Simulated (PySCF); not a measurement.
## Continuum solvent and chemical shifts

Bonds (- single, = double, # triple, : aromatic): N1-Si2 1.720 Å, Si2-N3 1.716 Å, Si2-S4 2.164 Å. N1 carries H5, H6; Si2 carries H7; N3 carries H8, H9; S4 carries H10.

GIAO PBE0/pcSseg-1 in PySCF 2.14.0 with density-fitted response routines on one PBE0-D3(BJ)/def2-SVP conformer, non-relativistic, equivalent nuclei averaged. Solvents enter as an IEF-PCM continuum (chloroform with ε = 4.7, dimethylsulfoxide with ε = 46.8) around the gas-phase geometry. Shifts are referred to TMS, CS2 computed in the same medium.

Gas phase, δ in ppm: Si2 -21.4, S4 -170.7, H7 5.34, H5/H6/H8/H9 0.64, H10 0.41. Dipole moment 1.77 D.

Question: How does each δ change in the continuum?

Answer: 
```csv
atoms,environment,"Δδ, chloroform","Δδ, dimethylsulfoxide"
Si2,"silicon bonded to 2 N, S, H",-0.2,-0.1
S4,"sulfur bonded to Si, H",-15.9,-22.2
H7,"hydrogen on a silicon bonded to 2 N, S",-0.05,-0.07
H5/H6/H8/H9,hydrogen on a nitrogen bonded to Si,+0.32,+0.44
H10,hydrogen on a sulfur bonded to Si,+0.54,+0.80
```

Changes are relative to the gas phase. The dipole moment becomes 2.10 D in chloroform, 2.24 D in dimethylsulfoxide.

Question: Which nuclei move most (in ppm), and what does the model miss?

Answer: S4 (sulfur bonded to Si, H, -22.2 ppm) in dimethylsulfoxide. A continuum only polarises the solute; specific hydrogen bonds, the anisotropy of aromatic solvents and changes of geometry or conformer are outside it.
